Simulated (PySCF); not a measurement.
**Excitation energy of Si⁺ by level of theory**

Si⁺ [Ne] 3s2 3p1 (2P) → Si⁺ [Ne] 3s1 3p1 3d1 (high-spin determinant), as a difference of total energies. Computed with PySCF 2.14 in aug-cc-pwCVTZ, with the non-relativistic Hamiltonian (point nucleus). Correlated levels: valence: [Ne] frozen; valence and next inner shell: 1s2 frozen; nothing frozen. The calculations carry no spin-orbit coupling.

```tsv
method	excitation energy (cm⁻¹)
UHF	109880
LDA	113180
PBE	111910
PBE0	113310
r2SCAN	110770
B3LYP	115580
BLYP	114290
TPSSh	112990
MP2 (valence)	116560
SCS-MP2 (valence)	119610
MP2 (valence and next inner shell)	118080
SCS-MP2 (valence and next inner shell)	120780
MP2 (all electrons)	118050
SCS-MP2 (all electrons)	120760
```

The promoted electron is Rydberg-like, and one or two diffuse shells describe it only roughly, which tends to raise the upper state.

The determinant of the upper state mixes LS terms, which raises its energy above the lowest term, most at the Hartree-Fock and MP2 levels.
